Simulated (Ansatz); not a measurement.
**InHF (SMILES [F][InH]): the energy, rung by rung**

InHF: 3 atoms, total charge 0, spin state doublet. As SMILES, `[F][InH]`. Geometry: relaxed at PBE0-D4/def2-TZVP.

```xyz
3

F     1.0884    0.9895    0.6943
In   -0.5225    0.3551   -0.2448
H    -0.5769   -1.4094   -0.4628
```

Quantity: the energy change with the F1–In2 bond stretched from 1.970 to 2.462 Å, in eV. The values are calculated.

```
          level                    kind  program  value (eV)  less CCSD(T)/STO-3G  CPU time (all runs)
     UHF/STO-3G            Hartree–Fock   Ansatz        1.40                -0.18                2.4 s
    UPBE/STO-3G                     GGA   Ansatz        1.82                +0.24                8.4 s
   UPBE0/STO-3G           global hybrid   Ansatz        1.94                +0.36                5.8 s
  UHSE06/STO-3G  range-separated hybrid   Ansatz        1.93                +0.35                6.3 s
 UB2PLYP/STO-3G           double hybrid   Ansatz        2.04                +0.46                8.2 s
 RPA@PBE/STO-3G                     RPA   Ansatz        1.52                -0.06                 11 s
    UMP2/STO-3G     perturbation theory   Ansatz        1.95                +0.37                4.4 s
UBCCD(T)/STO-3G   coupled cluster or CI   Ansatz        1.62                +0.04                5.3 s
UCCSD(T)/STO-3G   coupled cluster or CI   Ansatz        1.58                 0.00                5.1 s
  UCCSDT/STO-3G   coupled cluster or CI   Ansatz        1.56                -0.02                7.5 s
```

UCCSD(T)/STO-3G is the highest level here, not the true value. All-electron rows without a relativistic Hamiltonian named are non-relativistic. The first shape isn't each level's own minimum. The values span 1.40 to 2.04 eV. Spin contamination of the reference (⟨S²⟩ at least 0.1 too high) touches UHF/STO-3G, UB2PLYP/STO-3G, UMP2/STO-3G, UBCCD(T)/STO-3G, UCCSD(T)/STO-3G, UCCSDT/STO-3G. All rows use very small basis sets, so none should be taken for the real molecule's value. In the correlated wave-function rows the outer d shell of In is correlated, in sets not made for it. In so small a basis fixed costs decide the times, and correlated methods can beat functionals. CPU times are rough (shared hosts, several kinds of processor and program).
